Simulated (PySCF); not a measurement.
## BTe from Hartree–Fock to correlated methods

State: ²Σ⁺ (doublet), unpaired electrons σ ↑. Set-up: B aug-cc-pVDZ, Te aug-cc-pVDZ-PP with ECP28; scalar-relativistic core potentials (PySCF 2.14). De refers to B + Te in their high-spin ground configurations, without counterpoise correction. The functionals are run spin-unrestricted. A positive dipole means B(−)Te(+).

```tsv
Level	Re (Å)	ωe (cm⁻¹)	De (eV)	μ (D)	CPU s a point (SCF and correlation, without the integrals)
ROHF	1.955	851	2.20	-0.83	0.094
ROHF-MP2	1.966	853	3.80	n/a	0.16
ROHF-SCS-MP2	1.969	843	3.50	n/a	n/a
ROHF-CCSD	1.974	817	3.26	n/a	n/a
ROHF-CCSD(T)	1.985	798	3.54	n/a	6.1
PBE	1.976	796	4.32	0.34	0.71
r²SCAN	1.964	823	4.17	0.10	0.54
PBE0	1.959	829	4.00	0.12	1
B97-3	1.965	816	3.82	0.15	0.39
MN15	1.957	826	3.85	-0.01	0.72
BHandHLYP	1.956	828	3.41	-0.15	0.38
LC-ωPBE	1.934	874	3.58	-0.01	0.64
```

The bond length runs from 1.934 Å (LC-ωPBE) to 1.985 Å (ROHF-CCSD(T)). De spans 2.20 eV (ROHF, mean field) to 4.32 eV (PBE, GGA). Correlation at CCSD(T) changes the Hartree–Fock bond energy by +1.34 eV; the triples alone change it by +0.28 eV.

Correlated steps freeze 5 core orbitals. Correlated levels converge slowly with the basis: in double zeta they bind strong bonds too weakly, by up to about 1 eV, and carry superposition errors of some tenths. Spin–orbit coupling is left out, which matters for elements this heavy, above all for dissociation energies. The state is the lowest determinant that a PBE0 search found; another state may lie lower at other levels.

The whole job (state search and all levels along the bond) took about 2 min on 1 thread of Intel Xeon 6975P-C (shared host), peak memory 0.74 GiB.
